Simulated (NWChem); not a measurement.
Species: C2H4FNSi; SMILES N#C[C@@H](F)[SiH3]

### Question
Give the equilibrium geometry at PBE0/def2-SVP (NWChem) as a Z-matrix, with the point group.

### Answer
point group C1; any orientation.
```
C
F 1 1.3781
H 1 1.1053 2 108.67
C 1 1.4591 3 107.96 2 120.10
N 4 1.1578 3 150.84 1 -176.35
Si 1 1.9279 3 109.42 2 -118.24
H 6 1.4873 1 108.36 3 179.80
H 6 1.4892 7 111.03 1 117.05
H 6 1.4901 7 111.35 8 124.04
```
